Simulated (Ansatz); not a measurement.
TePb, closed-shell singlet (the spin of the measured ground state), most abundant isotopes (129.9062 and 207.9767 u). Constants from fifth-degree fits in 1/R to seven points on the lowest solution found; no spin–orbit coupling, no relativity up to Kr; ω_e x_e and α_e move by some per cent with the fit.

Correlated levels freeze the inner cores; with def2 sets outer-core shells near the valence are correlated too. CBS(a, b) extrapolates the correlation energy as X⁻³ and adds the Hartree–Fock energy of set b.

Run with Ansatz (a program for electronic structure).  In def2 rows elements past Kr take small-core potentials, without spin–orbit coupling.

```
level                                r_e (Å)  ω_e (cm⁻¹)  ω_e x_e (cm⁻¹)  α_e (cm⁻¹)
-----------------------------------  -------  ----------  --------------  ----------
PBE/def2-TZVPP                        2.6254       212.3           0.291     5.83e-5
CCSD(T)/CBS(def2-TZVPP, def2-QZVPP)   2.5878       224.7           0.314     5.87e-5
```

D_e from total energies of the atoms and the molecule: 4.17 eV at PBE/def2-TZVPP; 4.12 eV at CCSD(T)/CBS(def2-TZVPP, def2-QZVPP).

Task: Derive the rotational constants, the centrifugal constant, the fundamental, the zero-point energy and the force constant, and test the Morse rule for the well depth.

Result: 
μ = 79.96103 u.
- PBE/def2-TZVPP: B_e = 16.8576/(μ r_e²) = 0.030587 cm⁻¹; B₀ = B_e − α_e/2 = 0.030558 cm⁻¹; D = 4B_e³/ω_e² = 2.54e-09 cm⁻¹; fundamental ω_e − 2ω_e x_e = 212 cm⁻¹; zero-point energy ω_e/2 − ω_e x_e/4 = 106 cm⁻¹; k = μ(2πcω_e)² = 212 N/m; the line J = 1 ← 0 at 2B₀ = 1.832 GHz; a Morse well would hold ω_e²/(4ω_e x_e) = 4.80 eV against the computed D_e of 4.17 eV
- CCSD(T)/CBS(def2-TZVPP, def2-QZVPP): B_e = 16.8576/(μ r_e²) = 0.031482 cm⁻¹; B₀ = B_e − α_e/2 = 0.031453 cm⁻¹; D = 4B_e³/ω_e² = 2.47e-09 cm⁻¹; fundamental ω_e − 2ω_e x_e = 224 cm⁻¹; zero-point energy ω_e/2 − ω_e x_e/4 = 112 cm⁻¹; k = μ(2πcω_e)² = 238 N/m; the line J = 1 ← 0 at 2B₀ = 1.886 GHz; a Morse well would hold ω_e²/(4ω_e x_e) = 4.99 eV against the computed D_e of 4.12 eV

Doubts at one or more of the structures used: a restricted determinant that unrestricted orbitals would lower (CCSD(T)/CBS(def2-TZVPP, def2-QZVPP)).

Measured for the ground state: r_e 2.595 Å [microwave values compiled in ACS Omega 2, 8373 (2017)]; ω_e 211.96 cm⁻¹ [Huber and Herzberg (1979), NIST Chemistry WebBook].
